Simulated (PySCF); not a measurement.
**ECD: `InChI=1S/C5H10NPSi/c6-2-1-4-3-5(4)8-7/h4-5H,1,3,7-8H2/t4-,5+/m1/s1`**

Cartesian coordinates in Å; atom numbers follow the order of the lines, from 1:
```xyz
18

N    -3.7635    0.5159    1.5259
C    -2.6470    0.3686    1.3295
C    -1.2420    0.1991    1.0581
C    -0.8857    0.8030   -0.2862
C    -0.9652   -0.0280   -1.5238
C     0.3792    0.3921   -0.9915
Si    1.5795   -0.8812   -0.2800
P     2.2119   -0.2041    1.7647
H    -1.0104   -0.8694    1.0721
H    -0.6719    0.6841    1.8587
H    -1.1765    1.8450   -0.3714
H    -1.2483   -1.0648   -1.4188
H    -1.3297    0.4243   -2.4340
H     0.8582    1.1904   -1.5486
H     0.9340   -2.1892   -0.1067
H     2.6883   -1.0249   -1.2312
H     2.9594    0.8714    1.3169
H     3.3209   -1.0260    1.8278
```

Theory: PySCF, TDDFT PBE0/def2-SVPD circular dichroism and optical rotation, one conformer, gas phase. Geometry: GFN2-xTB.

The molecule is flexible and this is one conformer; a measurement averages over conformers. States above about 7.7 eV (minus the energy of the highest occupied orbital) lie near or above the ionisation threshold and depend on the basis.

**Question.** What are the CIP labels of the stereocentres?

**Answer.** C4 R, C6 S.

**Question.** List the lowest 16 singlet excitations with oscillator and rotatory strengths.

**Answer.** Rotatory strengths R in 10⁻⁴⁰ esu² cm², velocity form and length form (origin at the centre of mass); f in length form.
```csv
state,E (eV),λ (nm),f,R (velocity),R (length),main
1,6.45,192,0.017,+18.5,+17.9,"HOMO→LUMO+1 0.47, HOMO→LUMO+2 0.33"
2,6.61,188,0.028,+8.0,+6.8,"HOMO→LUMO 0.50, HOMO→LUMO+1 0.38"
3,6.92,179,0.151,-50.9,-49.2,"HOMO→LUMO+2 0.51, HOMO→LUMO 0.28"
4,7.01,177,0.062,+14.9,+14.6,HOMO→LUMO+3 0.86
5,7.39,168,0.024,+3.9,+3.4,"HOMO→LUMO+4 0.66, HOMO→LUMO+5 0.14"
6,7.49,165,0.016,-42.8,-42.2,HOMO−1→LUMO 0.86
7,7.54,164,0.016,-4.3,-4.1,HOMO−1→LUMO+1 0.89
8,7.70,161,0.008,+0.8,+0.8,"HOMO→LUMO+5 0.41, HOMO−1→LUMO+2 0.26"
9,7.72,161,0.033,+25.9,+25.6,"HOMO−1→LUMO+2 0.49, HOMO→LUMO+5 0.28"
10,7.78,159,0.002,-16.0,-16.4,"HOMO−1→LUMO+3 0.21, HOMO−2→LUMO+1 0.09"
11,7.80,159,0.022,-8.5,-7.9,"HOMO→LUMO+6 0.52, HOMO−2→LUMO 0.21"
12,7.85,158,0.005,-5.1,-4.8,"HOMO−2→LUMO+1 0.38, HOMO−2→LUMO 0.33"
13,7.89,157,0.029,-19.6,-18.4,"HOMO−1→LUMO+3 0.27, HOMO→LUMO+6 0.20"
14,7.96,156,0.086,-33.2,-31.8,"HOMO−2→LUMO+1 0.31, HOMO→LUMO+7 0.17"
15,8.01,155,0.003,-5.5,-4.9,"HOMO−2→LUMO+2 0.34, HOMO−1→LUMO+4 0.31"
16,8.05,154,0.068,-62.2,-62.4,"HOMO→LUMO+7 0.48, HOMO−1→LUMO+3 0.12"
```

Among the states computed, the strongest CD band (largest |R|) is state 16. The largest dissymmetry factor in size, g = 4R/(D+G), with D and G the electric and magnetic dipole strengths, is -0.11 for state 10 (velocity form, f = 0.002), among bands with |R| over 0.5. The mirror image has the same energies and oscillator strengths and all R with the opposite sign.
